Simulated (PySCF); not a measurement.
A PySCF script (with the pyscf-properties extension) for the NMR shieldings of hexamethyleneimine (C1CCCNCC1, C$_{6}$H$_{13}$N), on a GFN2-xTB geometry:

```python
import basis_set_exchange as bse
import numpy as np
from pyscf import gto, dft
from pyscf.prop import nmr

atoms = """
C     0.683503   -1.202342   -0.704169
C    -0.603738   -1.379487    0.103113
C    -1.644426   -0.316397   -0.241543
C    -1.272612    1.090160    0.229108
N     0.025755    1.514384   -0.262499
C     1.139144    1.010826    0.523758
C     1.718733   -0.297083   -0.038156
H     0.426852   -0.784584   -1.678167
H     1.149495   -2.176071   -0.873314
H    -0.383424   -1.356678    1.172142
H    -1.034098   -2.358406   -0.122033
H    -1.780292   -0.298270   -1.324416
H    -2.602806   -0.581403    0.212304
H    -2.026616    1.786617   -0.148395
H    -1.313330    1.117467    1.334444
H     0.057230    2.526437   -0.292300
H     1.936127    1.758994    0.534297
H     0.830202    0.850928    1.570906
H     2.204110   -0.832918    0.780853
H     2.485044   -0.061495   -0.778969
"""
names = dict.fromkeys(["C", "N", "H"], "pcSseg-1")
basis = {el: gto.basis.parse(bse.get_basis(n, elements=[el], fmt="nwchem")) for el, n in names.items()}
mol = gto.M(atom=atoms, basis=basis, charge=0, verbose=0)
mf = dft.RKS(mol, xc="PBE0")
mf.grids.level = 2
mf.grids.alignment = dft.numint.BLKSIZE   # the property module wants whole blocks of grid points
mf.conv_tol = 1e-9
mf.kernel()

calc = nmr.RKS(mf)   # GIAO
C = mf.mo_coeff
Co = C[:, mf.mo_occ > 0]
resp = mf.gen_response(singlet=True, hermi=2)
def vind(x):   # induced exchange potential for any number of trial vectors
    d = np.einsum("pi,xij,qj->xpq", C, 2 * x.reshape(-1, C.shape[1], Co.shape[1]), Co, optimize=True)
    return np.einsum("xpq,pi,qj->xij", resp(d - d.transpose(0, 2, 1)), C, Co, optimize=True).ravel()
mo1, _ = nmr.rhf.solve_mo1(calc, with_cphf=vind)
sigma = calc.kernel(mo1)
for i, s in enumerate(sigma):   # ppm
    print("%2d %-2s %9.2f" % (i, mol.atom_pure_symbol(i), np.trace(s) / 3))
```

Problem. Give the expected output.

Solution. 
```
 0 C     157.42
 1 C     157.99
 2 C     148.95
 3 C     127.40
 4 N     218.18
 5 C     132.86
 6 C     153.82
 7 H      29.79
 8 H      29.93
 9 H      30.59
10 H      29.88
11 H      30.25
12 H      30.10
13 H      28.41
14 H      29.30
15 H      30.76
16 H      28.41
17 H      29.17
18 H      30.40
19 H      29.83
```

These numbers come from an equivalent density-fitted implementation of the same equations, which agrees with the script to about 0.01 ppm for H and up to a few tenths of a ppm for heavy atoms, so last digits may differ.

Problem. Turn these shieldings into chemical shifts. δ = σ(ref) − σ, references computed at the same level: 13C (186.93 ppm) and 1H (31.72 ppm) vs TMS; 15N (267.73 ppm) against NH3.

Solution. Averaging equivalent atoms: C 3/5: 56.8; C 2/6: 35.5; C 0/1: 29.2; N 4: 49.5; H 13/14/16/17: 2.90; H 7/8/9/10: 1.67; H 11/12/18/19: 1.57; H 15: 0.95 ppm. Experimental scales use liquid or dissolved standards, which lie at an offset from isolated NH3 (liquid NH3: subtract about 20 ppm).

Size and cost of the density-fitted run: 184 basis functions, 27 s wall time on 1 thread of an x86-64 server CPU, shared host.
